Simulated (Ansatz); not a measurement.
CH$_{5}$BBrNO, SMILES `COB(N)Br` at its PBE0-D4/def2-TZVP geometry, where that method's forces vanish. Total charge 0; spin multiplicity 1.

| atom | x (Å) | y (Å) | z (Å) |
| --- | --- | --- | --- |
| C1 | 1.044 | 1.050 | 0.114 |
| O2 | 0.387 | 0.403 | -0.953 |
| B3 | -0.549 | -0.543 | -0.710 |
| N4 | -0.954 | -0.969 | 0.559 |
| Br5 | -1.377 | -1.355 | -2.267 |
| H6 | 1.749 | 1.762 | -0.313 |
| H7 | 1.599 | 0.335 | 0.730 |
| H8 | 0.335 | 1.595 | 0.746 |
| H9 | -1.655 | -1.677 | 0.681 |
| H10 | -0.577 | -0.602 | 1.415 |

Question: For each bond, give half the difference of the two atoms' forces along it (eV/Å; positive pushes the atoms apart) under PBE-D4, r2SCAN-D4, B3LYP-D4, ωB97M-V in def2-TZVPP. (Estimate.)

Answer: Computed: 
```
  bond  length (Å)  PBE-D4  r2SCAN-D4  B3LYP-D4  ωB97M-V
 C1–O2       1.410    0.23       0.29      0.30     0.25
 C1–H6       1.089    0.08      -0.07     -0.13    -0.11
 C1–H7       1.095    0.08      -0.06     -0.08    -0.10
 C1–H8       1.095    0.08      -0.06     -0.08    -0.10
 O2–B3       1.353    0.25       0.03     -0.04     0.03
 B3–N4       1.398    0.02       0.04      0.04     0.07
B3–Br5       1.942   -0.01       0.02      0.14     0.00
 N4–H9       1.003    0.16      -0.02     -0.03    -0.04
N4–H10       1.005    0.18      -0.01     -0.03    -0.06
```

B3LYP here is the variant with VWN-RPA as its local correlation; programs differ in this.
